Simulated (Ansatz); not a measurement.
Ansatz (a quantum-chemistry and plane-wave program) input (PBE0/STO-3G):

Ansatz 0.2 input:
```yaml
crystal:
  periodic: [false, false, false]
  atoms:
    - {symbol: Si, position_ang: [-0.11018041, -0.36238245, -1.40174276]}
    - {symbol: N, position_ang: [-1.02218220, 0.53699596, -0.08373147]}
    - {symbol: Si, position_ang: [-2.25750911, -0.14709847, 0.85911864]}
    - {symbol: O, position_ang: [1.48853122, -0.46100679, -0.64458809]}
    - {symbol: Si, position_ang: [2.13519775, 0.28980601, 0.62059760]}
    - {symbol: H, position_ang: [0.18764703, 0.91502083, -2.23158369]}
    - {symbol: H, position_ang: [-0.84274332, 1.52215342, 0.05691996]}
    - {symbol: H, position_ang: [-3.55854819, -0.39556211, 0.16025592]}
    - {symbol: H, position_ang: [-1.89053486, -1.45906013, 1.46078579]}
    - {symbol: H, position_ang: [-2.60178339, 0.77058398, 1.99308661]}
    - {symbol: H, position_ang: [1.61026524, -0.15469492, 1.94537270]}
    - {symbol: H, position_ang: [1.98978708, 1.77932175, 0.60158581]}
    - {symbol: H, position_ang: [3.60782072, 0.02676845, 0.66477315]}
basis:
  gaussian:
    orbitals: STO-3G
hamiltonian:
  xc: {name: PBE0}
total_charge: -1
```

End of the output:

```
integrals: 0.01 GiB planned
549 factors; integrals over basis functions are off by at most 2.7e-5 eV
0.09 GiB of the device are held for the grids
0.14 GiB of device memory are held for the factors and their scratch space
mean field: 0.13 GiB planned
mean field evaluation 1: about -26959.0155 eV, gradient 2.8e1 eV
mean field evaluation 2: about -26960.2133 eV, gradient 2.2e1 eV
mean field evaluation 4: about -26961.7547 eV, gradient 5.8e-1 eV
mean field evaluation 8: about -26961.7434 eV, gradient 6.6e-3 eV
mean field -26961.74341121 eV, -990.8257950359 hartree, gradient 2.3e-5 eV, S^2 0.000000; 0 other end points of the search recorded, 0 dependent functions left out
reference -26961.74342976 eV, -990.8257957176 hartree; 33, 33 occupied and 12, 12 virtual orbitals, 549 factors
Total energy: -26961.74342976 eV, -990.8257957176 hartree
```

It need not be the lowest isomer of its formula. Whether it binds its extra electron was not tested at this geometry.
